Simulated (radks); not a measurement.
Coulomb parameter of the 4d shell of neutral rhodium in the model configuration [Kr] 4d7.5 5s1.5, as a second difference U = [E(n + 0.5) + E(n - 0.5) - 2 E(n)] / (0.5)^2 with all orbitals relaxed. "Bare": the charge of the atom changes with n. "Screened": the 5s shell takes up the change at fixed total charge, which measures U(4d,4d) + U(5s,5s) - 2 U(4d,5s). All-electron calculation, Dirac Kohn-Sham, PBEsol, spin-unpolarised, spherical densities, finite nucleus; open shells are shared between the two j in proportion to 2j + 1; Fermi nuclear charge, rms radius 4.4945 fm. Program: a radial shooting solver on a logarithmic mesh with Libxc functionals.

case              configuration  E - E(n) (eV)
start          [Kr] 4d7.5 5s1.5          0.000
bare +0.5        [Kr] 4d8 5s1.5         -2.459
bare -0.5        [Kr] 4d7 5s1.5          4.933
screened +0.5      [Kr] 4d8 5s1         -1.015
screened -0.5      [Kr] 4d7 5s2          1.438

U(bare) = 9.898 eV, U(screened by 5s) = 1.696 eV. The step up makes a negative ion, whose loosely bound charge lowers the bare value.
